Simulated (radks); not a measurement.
The holmium ion Ho+ inside a hard spherical wall (all orbitals vanish at R), configuration held at [Xe] 4f11 6s1 and not refilled when levels cross. All-electron calculation, scalar-relativistic Kohn-Sham, PBEsol, spin-unpolarised, spherical densities, finite nucleus; Fermi nuclear charge, rms radius 5.2022 fm. Program: a radial shooting solver on a logarithmic mesh with Libxc functionals. Eigenvalues in eV, with the zero of energy where the potential of the charges vanishes at infinity; a dash marks a level that is unbound or too diffuse for the functional's potential to be trusted. A positive occupied level is held by the wall or, in an anion where self-interaction has pushed it up, behind a barrier. The pressure on the wall is -dE/dV.

R (bohr)  E (hartree)  kinetic (hartree)    e(5s)    e(5p)   e(4f)   e(6s)  e(5d, empty)  e(6p, empty)  pressure (GPa)
free      -12610.8301          13634.756  -56.997  -32.475  -9.709  -8.940        -6.782        -5.413               0
20        -12610.8301          13634.756  -56.997  -32.475  -9.709  -8.940        -6.782        -5.413        < 0.0001
10        -12610.8298          13634.759  -56.978  -32.457  -9.690  -8.922        -6.763        -5.323         0.00829
8         -12610.8267          13634.786  -56.852  -32.333  -9.566  -8.772        -6.634        -4.882           0.147
7         -12610.8192          13634.836  -56.649  -32.136  -9.365  -8.466        -6.409        -4.179           0.601
3.5       -12610.0689          13638.160  -51.120  -26.774  -3.073  10.171         2.305        23.362             222
3         -12609.1014          13642.353  -46.670  -21.991   2.391  27.869         9.871        45.715             791
2         -12597.4092          13686.359  -10.978   20.297  40.631  164.91        68.730        201.10           18700
1.5       -12561.0863          13806.197   79.560   126.55  108.78  450.08        199.18        504.82          151000
